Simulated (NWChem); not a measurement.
C$_{2}$H$_{4}$OSe; SMILES [SeH]CC=O

```xyz
8

O      0.4338     2.6489    -0.2657
C      0.0076     1.7305     0.4030
C     -0.8724     0.6231    -0.1310
Se     0.1297    -1.0882    -0.0494
H      0.2688     1.6231     1.5013
H     -1.8089     0.5118     0.4507
H     -1.1033     0.8028    -1.1982
H     -0.0461    -1.2521     1.4182
```
Atoms are numbered in this order, from 1.

Results from NWChem. Medium grid unless said otherwise, to which SCAN and Minnesota functionals are sensitive. Coordinates come from a PBE-D3(BJ)/def2-SVP optimisation. B3LYP is NWChem's, with the RPA form of VWN correlation. Total energies of different functionals are on different scales.

```csv
level,energy (Ha),highest occupied level (eV),orbital gap (eV),dipole (D)
B3LYP/def2-SVP,-2555.0020,-6.62,5.28,2.66
PBE/def2-SVP,-2554.4258,-5.57,3.37,2.55
RPBE/def2-SVP,-2554.8388,-5.53,3.41,2.50
revPBE/def2-SVP,-2554.7283,-5.53,3.40,2.52
LRC-wPBEh/def2-SVP,-2554.5276,-8.76,9.36,2.73
B97-2/def2-SVP,-2555.5459,-6.66,5.42,2.73
BHandHLYP/def2-SVP,-2554.8585,…,…,…
Hartree-Fock/def2-SVP,-2552.3339,-9.73,12.70,3.16
MN15/def2-SVP,-2555.0667,-7.56,7.16,2.70
```

### Question
Complete the blanks.

### Answer

- BHandHLYP/def2-SVP, highest occupied level (eV): -7.99
- BHandHLYP/def2-SVP, orbital gap (eV): 8.09
- BHandHLYP/def2-SVP, dipole (D): 2.88
